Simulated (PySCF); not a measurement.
# What a mistake does to a calculation on BGe3H9

Calculated results; nothing here was measured. The program is PySCF 2.14.0, an open-source quantum chemistry code, run on an isolated molecule that a program drew, which may never have been made. The molecule is BGe3H9 (charge 0, singlet), drawn as the SMILES string `[GeH3][B]([GeH3])[GeH3]`.

Each row is a Hartree-Fock (HF) and frozen-core CCSD(T) single point in the cc-pVDZ basis, meant for a local HF minimum. Run 1 is clean. Each other run has one planted mistake out of seven kinds, and not every kind appears here: one electron removed, one electron added, multiplicity raised by two, geometry at a saddle point, minimal basis STO-3G, one bond length entered in bohr, all coordinates scaled. The reference is restricted for singlets and unrestricted otherwise, and also for a bond in bohr. Adding or removing an electron swaps singlet and doublet. Electrons count all cores. HOMO and LUMO are orbital energies over both spins, the gradient is its largest component, and the lowest frequency (negative if imaginary) is given only where the gradient is small. Bond lengths are over the 12 bonds as drawn. T1 is the CCSD diagnostic: over 0.02 (restricted) or 0.045 (unrestricted) a single reference is doubtful. Germanium has the cc-pVDZ-PP basis, with a core potential (ECP10MDF) in place of its 10 inner electrons, and its 3s, 3p and 3d shells are frozen in CCSD(T).

Geometry of the clean run:
```xyz
13
BGe3H9, angstrom
Ge    2.2959   -0.7901    1.2991
B     1.1389   -0.1505   -0.3241
Ge    1.7519    1.4961   -1.4624
Ge   -0.6309   -1.1579   -0.8096
H     3.5629    0.0459    1.5265
H     1.4486   -0.7323    2.5795
H     2.7194   -2.2503    1.0779
H     0.7847    1.8614   -2.5969
H     1.9039    2.7223   -0.5496
H     3.1250    1.1954   -2.0829
H    -1.8109   -0.1785   -0.7138
H    -0.9314   -2.3583    0.0986
H    -0.5515   -1.6621   -2.2585
```

| run | electrons | basis functions | <S^2> | HOMO (eV) | LUMO (eV) | gradient (hartree/bohr) | lowest frequency (cm^-1) | mean bond (Å) | longest bond (Å) | T1 | HF (hartree) | CCSD(T) (hartree) | mistake |
|---|---|---|---|---|---|---|---|---|---|---|---|---|---|
| 1 | 110 | 128 | 0.000 | -10.35 | 0.60 | 7.6e-06 | 23 | 1.6753 | 2.093 | 0.0137 | -909.99969 | -910.47390 | no fault |
| 2 | 110 | 128 | 0.947 | -9.11 | 0.60 | 9.0e-03 | - | 1.8305 | 3.956 | 0.0186 | -909.90909 | -910.35743 | one bond length entered in bohr |
| 3 | 109 | 128 | 0.768 | -15.50 | -7.75 | 5.2e-02 | - | 1.6753 | 2.093 | 0.0214 | -909.66743 | -910.12394 | one electron removed |
| 4 | 110 | 128 | 2.019 | -7.92 | -2.05 | 3.9e-02 | - | 1.6753 | 2.093 | 0.0174 | -909.90342 | -910.37336 | multiplicity raised by two |
| 5 | 111 | 128 | 0.766 | -2.17 | 7.09 | 2.8e-02 | - | 1.6753 | 2.093 | 0.0126 | -910.02529 | -910.51769 | one electron added |
| 6 | 110 | 128 | 0.000 | -10.21 | 0.51 | 2.1e-02 | - | 1.7540 | 2.192 | 0.0140 | -909.97889 | -910.45825 | ? |

**Which mistake was planted in run 6, and what did it cost?**

The mean and the longest bond both change by the same factor, 1.047, and the gradient is no longer small. So the mistake is: all coordinates scaled. Subtracting run 1 and multiplying by 627.51 kcal/mol a hartree, the energy moved by 13.1 kcal/mol in HF and 9.8 kcal/mol in CCSD(T).

